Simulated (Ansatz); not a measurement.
## Telling isomers of BFH2NP apart by their spectra

These gas-phase data were calculated for one isomer of BFH2NP at B3LYP-D3(BJ)/def2-SVP (harmonic, unscaled wavenumbers; equilibrium rotational constants with average atomic masses):

```
rotational constants            : 16.72, 4.017, 3.322 GHz
all wavenumbers above 1500 cm⁻¹ : 3639, 2255, 1680
```

Candidates:

(1) `FB1NP1`, a singlet
(2) `FBN=P`, a singlet
(3) `FB=NP`, a singlet

Which candidate do the data belong to?

Candidate (1). The band at 3639 cm⁻¹ lies where the N–H stretch is expected; (2), (3) have no mode between 3250 and 3800 cm⁻¹.

The same quantities for all candidates:

```
     rotational constants (GHz)  wavenumbers above 1500 cm⁻¹  E above the lowest, B3LYP-D3(BJ)/def2-SVP (kcal/mol)
(1)         16.72, 4.017, 3.322             3639, 2255, 1680                                                   2.7
(2)          40.54, 2.577, 2.47             2612, 2171, 1593                                                   0.0
(3)         126.7, 2.131, 2.128             2325, 2321, 2168                                                   0.6
```

Each candidate is one conformer. Programs: Ansatz 0.2.0.
